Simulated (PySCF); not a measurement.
`C=C(F)[C@@H](C)OCC(=O)O`, C$_{6}$H$_{9}$FO$_{3}$

Geometry (Å), atoms numbered from 1 in this order:
```xyz
19

C    -2.423    1.137    0.075
C    -1.887    0.041    0.570
F    -2.556   -0.695    1.491
C    -0.548   -0.563    0.241
C    -0.727   -1.956   -0.376
O     0.127    0.311   -0.653
C     1.517    0.358   -0.515
C     1.982    1.086    0.738
O     1.282    1.515    1.610
O     3.317    1.189    0.754
H    -1.880    1.710   -0.650
H    -3.391    1.480    0.392
H     0.010   -0.652    1.184
H    -1.251   -1.869   -1.324
H    -1.304   -2.585    0.297
H     0.240   -2.423   -0.551
H     1.976   -0.642   -0.518
H     1.894    0.906   -1.383
H     3.611    1.663    1.549
```

The calculation used GIAO PBE0/pcSseg-1 magnetisability, rotational g tensor and spin-rotation constants, non-relativistic, gas phase in PySCF. Geometry: GFN2-xTB.

(1) Give the nuclear spin-rotation constants along the inertial axes (H = +C I·J) beside the isotropic shieldings.

Answers

(1) Rotational constants 2.3473, 0.7364, 0.6663 GHz. A star marks the isotopologue with that one atom substituted, in its own axes.
```csv
atom,isotope,Caa (kHz),Cbb (kHz),Ccc (kHz),mean (kHz),σ (ppm)
F3,19F,2.522,0.753,0.760,1.345,283.2
H11,1H,-0.077,-0.081,0.008,-0.050,26.6
H12,1H,-0.002,-0.021,-0.069,-0.031,26.7
H13,1H,-0.119,-0.078,0.004,-0.065,27.6
H14,1H,-0.208,-0.066,-0.017,-0.097,30.7
H15,1H,-0.110,-0.079,-0.029,-0.073,30.3
H16,1H,-0.101,-0.034,-0.072,-0.069,30.2
H17,1H,-0.266,0.009,-0.036,-0.098,27.4
H18,1H,-0.203,-0.067,0.017,-0.084,27.2
H19,1H,-0.142,-0.005,-0.067,-0.071,25.6
C1,13C*,0.702,0.150,0.181,0.344,91.9
C2,13C*,1.065,0.243,0.246,0.518,8.7
C4,13C*,0.521,0.185,0.144,0.283,110.4
C5,13C*,0.366,0.097,0.093,0.185,168.1
O6,17O*,-0.255,-0.066,-0.043,-0.121,290.3
C7,13C*,0.387,0.182,0.155,0.241,119.7
C8,13C*,1.220,0.238,0.195,0.551,11.0
O9,17O*,-1.340,-0.364,-0.111,-0.605,-104.3
O10,17O*,-0.293,-0.226,-0.135,-0.218,135.7
```
For the geometry as given, no vibrational averaging.
